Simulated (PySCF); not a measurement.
# Predicted spectroscopic data

Computed data (PySCF): geometry: GFN2-xTB, NMR shieldings at PBE0/pcSseg-1/GIAO. A single conformation, non-relativistic, one averaged value for each set of equivalent atoms, no solvent model.

δ = σ(ref) − σ, references computed at the same level: $^{1}$H (31.72 ppm), $^{13}$C (186.93 ppm) against TMS. Splittings of carbon signals by F and P are missing where no couplings were computed. Where no couplings were computed, multiplicities follow the n + 1 count of equivalent neighbours, and m marks all less simple cases (inequivalent or close neighbours, rings, F or P nearby). Shifts are as computed. Against solution values, carbons near 30 ppm lie about +3 ppm off and those near 130 ppm about +5 ppm. Of 1211 compounds with measured shifts, 218 miss one by over three times the rms of a fit or turn the order of signals round; such compounds aren't used in these exercises. OH and NH positions are gas-phase values without hydrogen bonding to other molecules.

**1.** SMILES N[Si@@H]1C=C[SiH2]C=C1F, C4H8FNSi2. $^{1}$H NMR (400 MHz, computed): δ 7.35 (m, 1H), 7.23 (m, 1H), 5.98 (m, 1H), 5.38 (m, 1H), 4.85 (m, 1H), 4.82 (m, 1H), 0.50 (br s, 2H). $^{13}$C{$^{1}$H} NMR (computed): δ 185.3 (C), 155.3 (CH), 149.9 (CH), 113.9 (CH).

**2.** SMILES [H]/N=C\Cc1ccccn1, C7H8N2. $^{1}$H NMR (400 MHz, computed): δ 10.69 (br s, 1H), 8.95 (d, 1H), 7.94 (m, 1H), 7.83 (t, 1H), 7.36 (d, 1H), 7.30 (m, 1H), 3.61 (d, 2H). $^{13}$C{$^{1}$H} NMR (computed): δ 174.9, 161.9, 155.9, 142.9, 128.7, 126.3, 59.5.
